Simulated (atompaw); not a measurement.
## Before and after: PAW (atompaw) potential for manganese (Mn)

manganese, PAW, made with atompaw 4.2.0.5 (PBE, scalar-relativistic). Core [Ar], reference 3d5 4s1.5 4p0.5. Waves: 4s (bound); 4s channel at 3.7 Ry; 4p (bound); 4p channel at 1.2 Ry; 3d (bound); 3d channel at 0.1 Ry. Local part: troulliermartins scheme with l = 3 at 0 Ry, radius 2.80 bohr. Core correction: smooth core density matched at 2.15 bohr. Augmentation charge: gaussian compensation charge, radius 2.40 bohr; PAW radius 3.00 bohr; waves and projectors: bloechl.

Change: local potential troulliermartins scheme with l = 3 at 0 Ry, radius 2.08 bohr.

Cutoffs: the cutoffs (Ry, on a coarse ladder) from which the occupation-weighted sum of valence levels, in a spherical-Bessel basis at the reference potential, stays within 10 and 1 mRy of its value at 400 Ry; they do not see the model core or the augmentation charge, which bear on the density cutoff.

Task: What does the change do?

Result: The potential gets harder (21 Ry and 25 Ry → 35 Ry and 40 Ry); the range in which the s phases agree narrows (upper end at the end of the scan → 2.2); neither file shows a bound ghost.

| quantity | base | changed |
| --- | --- | --- |
| cutoff, loose | 21 Ry | 35 Ry |
| cutoff, tight | 25 Ry | 40 Ry |
| loose cutoff by channel (10 mRy a level) | s 6 Ry, p 6 Ry, d 18 Ry | s 10 Ry, p 6 Ry, d 25 Ry |
| bound ghosts | none | none |
| s: phases at 3.00 bohr within 0.05 rad from the reference energy up to (Ry; the scan ends near 5) | to the end of the scan | 2.2 |
| p: phases at 3.00 bohr within 0.05 rad from the reference energy up to (Ry; the scan ends near 5) | 0.9 | 0.3 |
| d: phases at 3.00 bohr within 0.05 rad from the reference energy up to (Ry; the scan ends near 5) | 3.5 | 3.6 |
| lowest overlap eigenvalue by channel | s 0.47, p 0.05, d 1.00 | s 0.24, p 0.04, d 1.00 |

Base: The 4s radius (0.90 bohr) lies inside the outermost node of the all-electron wave (1.05 bohr), which a nodeless pseudo-wave cannot match soundly. Changed file: The 4s radius (0.90 bohr) lies inside the outermost node of the all-electron wave (1.05 bohr), which a nodeless pseudo-wave cannot match soundly. The cutoffs see the waves, projectors and local potential, not the compensation charge or the core.
